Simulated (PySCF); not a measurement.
One of the candidates below gave these computed data.

All candidates are C8H8.

- Couplings: largest of the computed one-bond spin–spin couplings (means over like bonds): 13C–1H +159.7 (×8), 13C–13C +28.8 (×12) Hz [B3LYP/pcJ-1, spin–dipole term left out]
- Polarisability: 74.0 au [CAM-B3LYP/def2-SVPD]
- UV, first state: lowest singlet excitation: 7.26 eV (171 nm, f = 0.000 summed over 3 states within 0.01 eV) [TDDFT CAM-B3LYP/def2-SVPD]
- 13C NMR: chemical shifts (computed TMS as zero) by class: 48.1 (8 C) ppm [GIAO PBE0/pcSseg-1]
- Valence photoelectron: vertical ionisation energy: 9.52 eV [ΔSCF CAM-B3LYP/def2-SVPD]
- Rotational structure: rotational constants A, B, C: 3.393, 3.393, 3.393 GHz [PBE0-D3(BJ)/def2-SVP]
- Dipole: 0.00 D [CAM-B3LYP/def2-SVPD]
- UV, strongest line: among the 10 lowest singlet transitions: S6/S7/S8 at 7.42 eV (167 nm, f = 0.026 summed over these states) [TDDFT CAM-B3LYP/def2-SVPD]

The electronic properties come from PySCF, for the isolated species, density fitting. Levels stand in brackets. Geometry: PBE0-D3(BJ)/def2-SVP; no solvent, vibrations or thermal averaging. NMR values are class means; diastereotopic atoms form classes of their own.

Task: Which candidate is it?
A. `C1=CC2C=CC1C=C2`
B. `C12C3C4C1C1C2C3C41`
C. `C1=CC2C3C=CC1C23`

Result: B. It is `C12C3C4C1C1C2C3C41`. Numbering: `[C@H:1]12[C@@H:2]3[C@@H:3]4[C@H:4]1[C@@H:5]1[C@H:6]2[C@H:7]3[C@H:8]41`. Its formula, C8H8, gives 5 degrees of unsaturation: 5 rings and 0 π bonds in the structure found. 8 carbons fall into 1 class: sp3 carbon at a ring junction [C1/C2/C3/C4/C5/C6/C7/C8] (48.1 ppm, 8 C). The couplings run between: +159.7 Hz, sp3 carbon at a ring junction [C1] and its hydrogen (with 7 like pairs); +28.8 Hz, sp3 carbon at a ring junction [C1] and sp3 carbon at a ring junction [C2] (with 11 like pairs). The vanishing dipole is forced by symmetry. The optimised geometry has point group Oh and is a spherical top.

The others, at the same levels:
- `C1=CC2C3C=CC1C23` fails: it has 5 carbon classes against 1; its computed 13C shifts are 138.1 (2 C), 128.7 (2 C), 56.3 (1 C), 51.4 (1 C), 44.9 (2 C) ppm and smallest rotational constant is 2.279 GHz (against 3.393 GHz).
- `C1=CC2C=CC1C=C2` fails: its computed lowest singlet excitation is 5.09 eV (243 nm, f = 0.000 summed over 2 states within 0.01 eV) (against 7.26 eV), vertical ionisation energy is 8.15 eV (against 9.52 eV) and static isotropic polarisability is 79.8 au (against 74.0 au).
